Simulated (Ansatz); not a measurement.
`F[Si](F)(Cl)[S][GeH2][Cl]`, relaxed with RKS PBE0-D4/def2-TZVP in Ansatz from a GFN2-xTB geometry. The force threshold is 0.005 eV/Å; the program also tests the step.

Total charge 0; spin multiplicity 1.

Start:

```xyz
9

F    -1.765    0.557   -0.100
Si   -1.247   -0.906   -0.495
F    -2.424   -1.802    0.093
Cl   -1.135   -1.068   -2.457
S     0.505   -1.322    0.624
Ge    1.323    0.757    0.702
Cl    1.844    1.408   -1.224
H     0.331    1.726    1.304
H     2.568    0.650    1.555
```

Problem. How much energy does the relaxation release, and in how many steps? (Estimate.)

Solution. The calculation gave: 0.13 eV, in 14 steps.

Problem. Which bonds change most? (Best estimate.)

Solution. Computed: Ge6–Cl7 from 2.099 to 2.145 Å; Si2–Cl4 from 1.972 to 2.015 Å; Si2–S5 from 2.120 to 2.096 Å; F1–Si2 from 1.601 to 1.580 Å.

Problem. Give the relaxed structure. (Estimate.)

Solution. The calculation gave: 
```xyz
9

F    -1.819    0.587   -0.165
Si   -1.289   -0.876   -0.439
F    -2.410   -1.886    0.016
Cl   -1.038   -1.082   -2.428
S     0.430   -1.275    0.691
Ge    1.334    0.762    0.739
Cl    1.761    1.421   -1.257
H     0.374    1.775    1.360
H     2.657    0.575    1.483
```
